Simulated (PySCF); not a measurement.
BF3H3N, SMILES [B-](F)(F)([NH3+])F. Coordinates come from a PBE0-D3(BJ)/def2-SVP optimisation.

Computed equilibrium geometry at PBE0-D3(BJ)/def2-SVP (PySCF confirms it by a frequency run) as bond lengths and angles, and its point group:
point group C3v.
Atoms: B1 F2 F3 F4 N5 H6 H7 H8. Bonds (Å): B1–F2 1.366, B1–F3 1.366, B1–F4 1.366, B1–N5 1.677, N5–H6 1.021, N5–H7 1.021, N5–H8 1.021. Angles (°): F2–B1–F3 114.5, F2–B1–F4 114.5, F2–B1–N5 103.9, F3–B1–F4 114.5, F3–B1–N5 103.9, F4–B1–N5 103.9, B1–N5–H6 110.2, B1–N5–H7 110.2, B1–N5–H8 110.2, H6–N5–H7 108.7, H6–N5–H8 108.7, H7–N5–H8 108.7.
